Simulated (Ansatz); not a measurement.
`C=CBC=[Se]` + HBr → `C=CBBr` + `C=[Se]` at 500 K and 1 bar (ligand exchange at a B–C bond).

Isolated molecules relaxed with PBE0-D4/def2-TZVP in Ansatz; ΔE leaves out vibrations. CBS: MP2 limit from def2 TZ/QZ plus the TZ coupled-cluster correction, frozen cores. For Br, Se outer-core shells are correlated without core-valence functions, which leaves a few kJ/mol of doubt a bond. Scalar relativity is left out up to krypton. One conformer a species, not always the lowest.

| species | CCSD(T)/CBS energy (Eh) | H − E (kJ/mol) | S (J/(mol·K)) |
| --- | --- | --- | --- |
| `C=CBC=[Se]` | -2542.60525 | 227.8 | 407.4 |
| HBr | -2573.91920 | 30.5 | 213.7 |
| `C=CBBr` | -2676.63535 | 180.7 | 355.4 |
| `C=[Se]` | -2439.91603 | 82.7 | 265.7 |

H − E and S are ideal-gas, rigid-rotor, harmonic terms from PBE0-D4/def2-TZVP, for one conformer and one mirror image of each species. 1 Eh = 2625.50 kJ/mol, R = 8.31446 J/(mol·K).

Q: By hand: ΔE, ΔH, ΔS and ΔG.

A: ΔE = (-2676.63535) + (-2439.91603) − (-2542.60525) − (-2573.91920) = -0.02693 Eh = -70.7 kJ/mol. Δ(H − E) = 180.7 + 82.7 − 227.8 − 30.5 = 5.1, so ΔH = -65.6 kJ/mol. ΔS = 355.4 + 265.7 − 407.4 − 213.7 = 0.0 J/(mol·K). ΔG = -65.6 − 500 × (0.0)/1000 = -65.6 kJ/mol.

Q: By hand: the equilibrium constant, and the temperature at which ΔG would vanish if ΔH and ΔS stayed fixed.

A: log₁₀ K = −ΔG/(RT ln 10) = 6.9. With ΔH or ΔS at zero there is no such temperature.

The number of gas molecules stays the same, so ΔS is small and ΔH decides. A doubt of 5 kJ/mol in ΔE shifts log₁₀ K by 0.5 here. Other conformers and mirror images would add mixing entropy, several J/(mol·K) or more a flexible species. Modes under 60 cm⁻¹, often nearly free rotors, make the harmonic entropy too high. These are equilibria of isolated gas molecules and say nothing of rates. Largest T1 diagnostic: 0.017 (customary marks: 0.02 for closed shells, 0.045 for open ones).

ΔS is within the doubt of such terms, so its sign, and with it that verdict, could turn.
